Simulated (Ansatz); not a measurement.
Species: H₄GeS, SMILES `[SH][GeH3]` (charge 0, multiplicity 1), formula H$_{4}$GeS.

Question: How many basis functions does Ansatz (an electronic-structure program) with frozen-core CCSD(T)/cc-pVTZ // r2SCAN-D4/def2-TZVP use, how many core orbitals are frozen, and how many electrons are correlated?

Answer: 133 basis functions and 14 frozen orbitals, which leaves 24 correlated electrons (filled d shells below the valence shell are correlated). Core time is of the order of seconds.
